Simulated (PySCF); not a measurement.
**Diatomics of Si with group 12**

PBE0 with double-zeta basis sets in PySCF, for the lowest determinant that a PBE0 search found; no spin–orbit coupling. De refers to high-spin ground-configuration atoms. A positive dipole means M(−)Si(+).

```csv
M,basis,state (unpaired electrons),Re (Å),ωe (cm⁻¹),De (eV),μ (D)
Zn,def2-SVPD,triplet (π ↑↑),2.374,278,1.18,-2.60
Cd,def2-SVP,triplet (π ↑↑),2.577,225,0.80,-2.72
Hg,def2-SVP,triplet (π ↑↑),2.592,196,0.56,-2.02
```

The shortest bond is that of ZnSi (2.374 Å), the longest that of SiHg (2.592 Å). ZnSi is bound most strongly (1.18 eV) and SiHg least (0.56 eV).

The rows differ in basis set, which adds steps of its own.

Down a group the atoms grow and get heavier, so bonds lengthen and wavenumbers fall; this series shows no clear exception.

These are scalar-relativistic numbers at best; spin–orbit coupling would shift them, the dissociation energy most. States were picked by a PBE0 search and need not be the measured ground states.
